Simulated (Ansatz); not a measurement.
Gas-phase electronic energies from Ansatz, PBE0-D4/def2-TZVP geometries. CBS: MP2 limit from def2 TZ/QZ plus the TZ coupled-cluster correction, frozen cores. Functionals use def2-TZVPP. B3LYP here is the variant with VWN-RPA as its local correlation; programs differ in this. For Ga, Se outer-core shells are correlated without core-valence functions, which leaves a few kJ/mol of doubt a bond. Scalar relativity is left out up to krypton. One conformer a species, not always the lowest.

Consider the substitution at a C–N bond: `CN[SiH2][GaH2]` + `C[SeH]` → `C[Se]C` + `N[SiH2][GaH2]`.

`CN[SiH2][GaH2]`:

Cartesian coordinates in Å:
```
C 0.256 1.793 1.107
N 0.182 0.828 0.030
Si -0.233 -0.826 0.275
Ga -0.294 -1.943 -1.859
H 0.125 2.811 0.728
H 1.199 1.757 1.668
H -0.555 1.608 1.817
H 0.785 1.046 -0.747
H 0.696 -1.570 1.194
H -1.556 -0.867 0.967
H -0.968 -3.353 -2.047
H 0.362 -1.283 -3.133
```

`C[SeH]`:

Z-matrix (Å, degrees):
```
C
Se 1 1.949
H 1 1.088 2 110.6
H 1 1.087 2 110.6 3 -123.3
H 1 1.089 2 106.0 3 118.4
H 2 1.468 1 95.4 3 61.7
```

`C[Se]C`:

Z-matrix (Å, degrees):
```
C
Se 1 1.940
H 1 1.089 2 107.0
H 1 1.090 2 110.4 3 118.8
H 1 1.090 2 110.4 3 -118.8
C 2 1.940 1 96.9 3 -179.9
H 6 1.090 2 110.4 1 -61.2
H 6 1.090 2 110.4 1 61.1
H 6 1.089 2 107.0 1 180.0
```

`N[SiH2][GaH2]`:

```xyz
9

N     0.590    0.666   -1.407
Si   -0.559    0.541   -0.123
Ga    0.033   -1.316    1.295
H     1.565    0.504   -1.213
H     0.479    1.367   -2.122
H    -1.906    0.355   -0.735
H    -0.692    1.766    0.736
H     1.483   -1.937    1.258
H    -0.992   -1.946    2.310
```

| level | ΔE (kJ/mol) | difference from CCSD(T)/CBS |
| --- | --- | --- |
| revPBE-D4 | -36.4 | 3.5 |
| r2SCAN0-D4 | -38.0 | 1.9 |
| BHLYP-D4 | -34.8 | 5.1 |
| CAM-B3LYP-D4 | -33.3 | 6.6 |
| ωB97M-V | -37.8 | 2.1 |
| B2PLYP | -38.4 | 1.5 |
| PBE-QIDH | -38.9 | 1.0 |
| PBE | -37.2 | 2.7 |
| BLYP | -36.3 | 3.6 |
| r2SCAN | -39.0 | 0.9 |
| B3LYP | -35.7 | 4.2 |
| r2SCANh | -38.8 | 1.1 |
| BHLYP | -34.7 | 5.2 |
| HF/def2-TZVPP | -32.5 | 7.4 |
| MP2/def2-TZVPP | -43.8 | -3.9 |
| HF/CBS(def2) | -32.5 | 7.4 |
| CCSD(T)/CBS | -39.9 | 0 |

Largest T1 diagnostic among the species: 0.012.

Leaving LDA and LC-ωPBE aside and taking each functional with its dispersion term where it has one, the values spread over 5.6 kJ/mol, from PBE-QIDH to CAM-B3LYP-D4. LDA lies +6.3 kJ/mol from PBE without D4. In def2-TZVPP, CCSD(T) changes the Hartree–Fock value by −5.8 kJ/mol (the triples alone add −1.0 kJ/mol) and MP2 by −11.2 kJ/mol.
